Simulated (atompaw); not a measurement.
## Before and after: PAW (atompaw) potential for N

- Element: nitrogen
- Generator: atompaw 4.2.0.5
- Type: PAW
- Functional: PBEsol
- Relativity: scalar-relativistic
- Frozen core: [He]
- Valence charge: 5
- Reference configuration: 2s1.75 2p3.25
- Partial waves: 2s (bound): rc 1.05 bohr; 2s channel at -0.7 Ry: rc 2.65 bohr; 2p (bound): rc 2.65 bohr; 2p channel at 0.85 Ry: rc 2.65 bohr; 3d channel at 0.15 Ry: rc 2.65 bohr; 3d channel at 0.6 Ry: rc 2.35 bohr
- Local potential: troulliermartins scheme with l = 3 at -0.5 Ry, radius 2.35 bohr
- Core correction: smooth core density matched at 2.45 bohr
- Augmentation charge: besselshape compensation charge, radius 2.30 bohr; PAW radius 2.65 bohr; waves and projectors: custom polynom gramschmidtortho

Change: wave 2s channel at -0.7 Ry: rc 2.65 bohr becomes 2s channel at -0.7 Ry: rc 1.48 bohr.

Cutoffs: the cutoffs (Ry, on a coarse ladder) from which the occupation-weighted sum of valence levels, in a spherical-Bessel basis at the reference potential, stays within 10 and 1 mRy of its value at 400 Ry; they do not see the model core or the augmentation charge, which bear on the density cutoff.

Question: What does the change do?

Answer: The potential gets softer (35 Ry and 50 Ry → 12 Ry and 45 Ry); the range in which the s phases agree widens (upper end 0.3 → 1.4); neither file shows a bound ghost.

```csv
quantity,base,changed
"cutoff, loose",35 Ry,12 Ry
"cutoff, tight",50 Ry,45 Ry
loose cutoff by channel (10 mRy a level),"s 30 Ry, p 8 Ry","s 10 Ry, p 8 Ry"
bound ghosts,none,none
s: phases at 2.65 bohr within 0.05 rad from the reference energy up to (Ry; the scan ends near 5),0.3,1.4
p: phases at 2.65 bohr within 0.05 rad from the reference energy up to (Ry; the scan ends near 5),4.7,4.7
d: phases at 2.65 bohr within 0.05 rad from the reference energy up to (Ry; the scan ends near 5),3.8,3.8
lowest overlap eigenvalue by channel,"s 0.32, p 0.91, d 0.73","s 0.16, p 0.91, d 0.73"
```

 The cutoffs see the waves, projectors and local potential, not the compensation charge or the core.
